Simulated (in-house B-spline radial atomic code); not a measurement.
Orbital energies and mean radii along the 20-electron series, configuration [Ar] 3d2. The effective charge is n√(-2ε), a non-relativistic measure. Computed with a radial B-spline atomic code at the basis-set limit: Dirac-Hartree-Fock, average of the configuration, finite nuclei.

| ion | Z | energy of 3s1/2 (Eh) | mean radius of 3s1/2 (bohr) | energy of 3d5/2 (Eh) | mean radius of 3d5/2 (bohr) | effective charge of 3s1/2 |
| --- | --- | --- | --- | --- | --- | --- |
| Ce38+ | 58 | -116.25 | 0.25913 | -98.535 | 0.2266 | 45.744 |
| Pr39+ | 59 | -121.75 | 0.25352 | -103.31 | 0.22172 | 46.814 |
| Nd40+ | 60 | -127.4 | 0.24811 | -108.21 | 0.21704 | 47.888 |
| Pm41+ | 61 | -133.19 | 0.24291 | -113.21 | 0.21255 | 48.964 |
| Sm42+ | 62 | -139.12 | 0.23789 | -118.32 | 0.20825 | 50.042 |
| Eu43+ | 63 | -145.2 | 0.23305 | -123.55 | 0.20412 | 51.124 |
| Gd44+ | 64 | -151.43 | 0.22837 | -128.89 | 0.20014 | 52.208 |
| Tb45+ | 65 | -157.8 | 0.22385 | -134.34 | 0.19632 | 53.296 |

How does the screening of 3s1/2 change?

Z less the effective charge goes from 12.26 at Z = 58 to 11.70 at Z = 65.
